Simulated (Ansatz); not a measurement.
Two isomers of C2H7NOSi: A = `CN(C)[Si]O`, B = `CN[SiH2]C=O`.

Computed with Ansatz on PBE0-D4/def2-TZVP structures; ΔE is electronic, products minus reactants. CCSD(T)/CBS is the MP2 limit (def2-TZVPP, def2-QZVPP) plus CCSD(T) − MP2 in def2-TZVPP, frozen cores. Functionals use def2-TZVPP. B3LYP here is the variant with VWN-RPA as its local correlation; programs differ in this. Each species was taken in one conformer, which may not be the lowest.

A:

Z-matrix (Å, degrees):
```
C
N 1 1.440
H 1 1.097 2 111.2
H 1 1.092 2 111.8 3 -119.9
H 1 1.097 2 111.3 3 119.9
C 2 1.447 1 112.5 3 -59.2
Si 2 1.727 1 130.3 3 120.8
H 6 1.094 2 109.9 1 180.0
H 6 1.097 2 111.4 1 -60.3
H 6 1.097 2 111.4 1 60.2
O 7 1.655 2 104.7 1 0.4
H 11 0.960 7 122.8 2 0.7
```

B:

Z-matrix (Å, degrees):
```
C
N 1 1.451
H 1 1.095 2 113.1
H 1 1.094 2 110.8 3 -122.3
H 1 1.093 2 109.4 3 119.9
Si 2 1.703 1 123.2 3 -86.8
H 2 1.007 1 113.6 3 66.4
C 6 1.928 2 114.4 1 65.1
H 6 1.488 2 109.4 1 -175.1
H 6 1.490 2 110.4 1 -53.2
O 8 1.207 6 122.3 2 2.0
H 8 1.121 6 118.9 2 -177.6
```

(1) Which isomer does CCSD(T)/CBS put lower? Give the gap. (Estimate.)

(2) Give E(B) − E(A) in kcal/mol with MP2/def2-TZVPP, HF/def2-TZVPP, B3LYP, B2PLYP, ωB97M-V, r2SCAN-D4, B3LYP-D4. (Best estimate.)

Largest T1 diagnostic: 0.013.

Answers

(1) Ansatz gave: A, by 31.3 kcal/mol.

(2) Ansatz gave: MP2/def2-TZVPP 32.4, HF/def2-TZVPP 23.2, B3LYP 29.0, B2PLYP 29.9, ωB97M-V 32.2, r2SCAN-D4 29.4, B3LYP-D4 30.0. None reverses the order clearly.

The D4 term adds +1.0 kcal/mol with B3LYP and +0.5 kcal/mol with PBE0; it sums over pairs of atoms, weighted by their polarisabilities, and B3LYP, whose exchange is more repulsive, gets the larger term. In def2-TZVPP, CCSD(T) changes the Hartree–Fock value by +7.8 kcal/mol (the triples alone add +0.4 kcal/mol) and MP2 by +9.1 kcal/mol.
